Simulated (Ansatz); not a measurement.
Ligand exchange: KBr + InH(CH3)Cl → KCl + InH(CH3)Br

Gas-phase species: KBr, singlet; InH(CH3)Cl, singlet; KCl, singlet; InH(CH3)Br, singlet. The partners trade Br for Cl: K–Br and In–Cl bonds give way to K–Cl and In–Br.

Shapes, held fixed at every level: PBE0-D4/def2-TZVP. Programs: Ansatz 0.2.0. The zero-point and thermal change to 298 K, harmonic and unscaled (PBE0-D4/def2-TZVP), is -0.2 kJ/mol.

**Question.** Estimate ΔH(298 K) of this reaction.

**Answer.** The highest level, CCSD(T)/def2-TZVPP, gives ΔH(298 K) = +9.0 kJ/mol; the levels span +5.4 to +19.4. The column of differences is taken from that level and isn't an error. No measured value is set beside it here. For atoms past krypton def2 sets carry core potentials with scalar relativity. Relativity is left out for Br. Outer-core shells of Br, In, K are correlated, in sets that cover them unevenly. Sets without diffuse functions underbind ionic bonds of s-block metals.

| level | kind | ΔH(298 K) (kJ/mol) | less CCSD(T)/def2-TZVPP |
| --- | --- | --- | --- |
| PBE-D4/def2-TZVPP | GGA | +5.4 | -3.6 |
| BHLYP-D4/def2-TZVPP | global hybrid | +7.8 | -1.2 |
| wB97X-V/def2-TZVPP | range-separated hybrid | +8.3 | -0.7 |
| B2PLYP/def2-TZVPP | double hybrid | +7.7 | -1.3 |
| MP2/def2-SVP | perturbation theory | +19.4 | +10.4 |
| MP2/def2-TZVPP | perturbation theory | +7.9 | -1.1 |
| CCSD(T)/def2-SVP | coupled cluster or CI | +19.4 | +10.4 |
| CCSD(T)/def2-TZVPP | coupled cluster or CI | +9.0 | 0.0 |
